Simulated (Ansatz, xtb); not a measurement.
# BF2H2PSi: which of two structures lies lower

We compare a, `FB(F)P=[SiH2]`, a singlet, with b, a singlet given by its coordinates. Both are isolated molecules in the gas phase, relaxed with PBE0-D3(BJ)/def2-SVP; the shapes shown needn't be the lowest conformers.

a (Å):

```xyz
7

B     2.1909    1.4376    0.2767
F     3.4714    1.3378   -0.0336
F     1.9314    1.8076    1.5238
P     0.8896    1.0406   -1.0856
Si   -0.7550    1.4628    0.1076
H    -2.1338    1.3316   -0.4397
H    -0.7713    1.9142    1.5266
```

b (Å):

```yaml
atoms:
  - { symbol: B, position_ang: [1.2096, 1.7142, 2.1304] }
  - { symbol: F, position_ang: [0.3509, 2.6656, 2.0688] }
  - { symbol: F, position_ang: [0.3919, -1.4982, 0.8695] }
  - { symbol: P, position_ang: [2.4280, 0.5032, 2.3217] }
  - { symbol: Si, position_ang: [1.2867, -0.1840, 0.5235] }
  - { symbol: H, position_ang: [0.3434, 0.8489, -0.0121] }
  - { symbol: H, position_ang: [2.2436, -0.5773, -0.5445] }
```

Close contacts (Å): B1–F2 1.28, B1–P4 1.73, B1–Si5 2.49, F3–Si5 1.63, P4–Si5 2.24, Si5–H6 1.50, Si5–H7 1.49.

Task: Estimate which is lower in electronic energy at CCSD(T)/def2-SVP + ΔMP2/def2-TZVPP, and by roughly how much.

Result: Too close to call at this level: CCSD(T)/def2-SVP + ΔMP2/def2-TZVPP gives E(b) − E(a) = +0.73 kcal/mol.

The same difference at several levels:

| level | geometry | E(b) − E(a) (kcal/mol) | departure from the last row (kcal/mol) | job, with rough time for the two |
| --- | --- | --- | --- | --- |
| PBE0-D3(BJ)/def2-SVP | PBE0-D3(BJ)/def2-SVP | +8.74 | +8.01 | optimisation, 47 s |
| HF/def2-SVP | PBE0-D3(BJ)/def2-SVP | +11.11 | +10.38 | part of the CCSD(T) run |
| MP2/def2-SVP | PBE0-D3(BJ)/def2-SVP | +6.23 | +5.50 | part of the CCSD(T) run |
| CCSD(T)/def2-SVP | PBE0-D3(BJ)/def2-SVP | +9.17 | +8.44 | single point |
| CCSD(T)/def2-SVP + ΔMP2/def2-TZVPP | PBE0-D3(BJ)/def2-SVP | +0.73 |  | single point, 39 s |

The largest departure from CCSD(T)/def2-SVP + ΔMP2/def2-TZVPP is that of HF/def2-SVP, 10.38 kcal/mol. A small imaginary or near-zero mode remains, so no thermal terms are given. Levels run at GFN2-xTB geometries aren't shown. The last row adds to CCSD(T) the change of the MP2 difference between the two basis sets, here −8.44 kcal/mol, a large step that makes the value less sure.

The correlated steps freeze 13 core orbitals. Codes used: Ansatz 0.2.0; the last row on 1 thread of AMD EPYC 7R43 64-Core Processor (Zen 3) on a shared host.
